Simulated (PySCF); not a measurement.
Homolysis of single bonds, series Al F-H. All species are isolated molecules in the gas phase. Strings in code marks are SMILES.

All values below come from PBE-D3(BJ)/def2-TZVP // PBE0-D3(BJ)/def2-TZVP run with PySCF. 

```csv
species,HOMO (eV),LUMO (eV),dipole moment (D)
radical fragment (`[F][Al][F]`),–,–,(withheld)
whole molecule (`[F][AlH][F]`),-8.65,-1.65,1.27
radical fragment (`[AlH][F]`),–,–,1.46
whole molecule (`[F][AlH2]`),(withheld),-2.14,1.27
whole molecule (`[AlH3]`),-7.30,-2.53,0.00
```

Question: What belongs in the gaps?

Answer: 
- radical fragment (`[F][Al][F]`), dipole moment (D): 1.68
- whole molecule (`[F][AlH2]`), HOMO (eV): -7.45
